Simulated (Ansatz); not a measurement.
Isolated molecules relaxed with PBE0-D4/def2-TZVP in Ansatz; ΔE leaves out vibrations. CCSD(T)/CBS adds triple-zeta CCSD(T) − MP2 to the extrapolated MP2 energy (def2 sets, frozen cores). This one scheme is used for every species. Functionals use def2-TZVPP. Elements past krypton have def2 core potentials. For Se, Sn outer-core shells are correlated without core-valence functions, which leaves a few kJ/mol of doubt a bond. Scalar relativity is left out up to krypton. One conformer a species, not always the lowest.

`[Cl][Sn]([Cl])([Cl])[SeH]` + BH₃ → `B[SeH]` + `[Cl][SnH]([Cl])[Cl]`  (formal exchange of groups at the Se–Sn bond)

`[Cl][Sn]([Cl])([Cl])[SeH]`:

```xyz
6

Cl    2.340   -0.315   -0.431
Sn    0.049   -0.418   -0.217
Cl   -0.803   -1.503   -2.057
Cl   -0.352   -1.721    1.640
Se   -1.013    1.833   -0.070
H    -0.221    2.123    1.136
```

BH₃:

Cartesian coordinates in Å:
```
B 0.000 0.000 0.000
H 0.003 -1.087 -0.493
H 0.743 0.842 -0.405
H -0.747 0.245 0.898
```

`B[SeH]`:

Cartesian coordinates in Å:
```
B 0.288 -0.553 -0.134
Se -0.475 0.733 1.036
H 0.325 -0.368 -1.308
H 0.716 -1.536 0.386
H -0.853 1.724 0.019
```

`[Cl][SnH]([Cl])[Cl]`:

Cartesian coordinates in Å:
```
Cl -0.920 -1.810 0.956
Sn -0.103 0.050 -0.121
Cl 1.973 -0.491 -0.951
Cl 0.197 1.688 1.466
H -1.147 0.563 -1.349
```

```
          level  ΔE (kJ/mol)  difference from CCSD(T)/CBS
      revPBE-D4        -24.9                         -7.8
        BLYP-D4        -15.9                          1.2
      r2SCAN-D4        -26.2                         -9.1
       BHLYP-D4         -9.1                          8.0
        ωB97X-V        -21.6                         -4.5
            PBE        -33.9                        -16.8
           PBE0        -29.5                        -12.4
        r2SCANh        -26.9                         -9.8
        LC-ωPBE        -30.2                        -13.1
    HF/def2-SVP        -16.3                          0.8
  CCSD/def2-SVP        -26.5                         -9.4
  HF/def2-TZVPP        -10.9                          6.2
 MP2/def2-TZVPP        -17.8                         -0.7
CCSD/def2-TZVPP        -24.5                         -7.4
   HF/CBS(def2)         -9.4                          7.7
 CCSD/CBS(def2)        -16.0                          1.1
    CCSD(T)/CBS        -17.1                            0
```

Q: What do rigid-rotor, harmonic-oscillator terms from PBE0-D4/def2-TZVP frequencies (298.15 K, 1 bar) make of the CCSD(T)/CBS value? (Best estimate.)

A: Computed: ΔZPE = +4.4 kJ/mol, ΔH = -18.2 kJ/mol, ΔS = -6 J/(mol·K), ΔG = -16.3 kJ/mol.

Largest T1 diagnostic among the species: 0.013.

From PBE to PBE0 (25 % exact exchange), in def2-TZVPP and without D4, ΔE moves by +4.3 kJ/mol. Leaving LDA and LC-ωPBE aside and taking each functional with its dispersion term where it has one, the values, not all of them listed here, spread over 24.8 kJ/mol, from B97M-V to BHLYP-D4. LDA lies −12.5 kJ/mol from PBE without D4.

CCSD(T)/CBS has its own doubt, a few kJ/mol and more with outer-core shells, so smaller differences from it don't rank the levels.
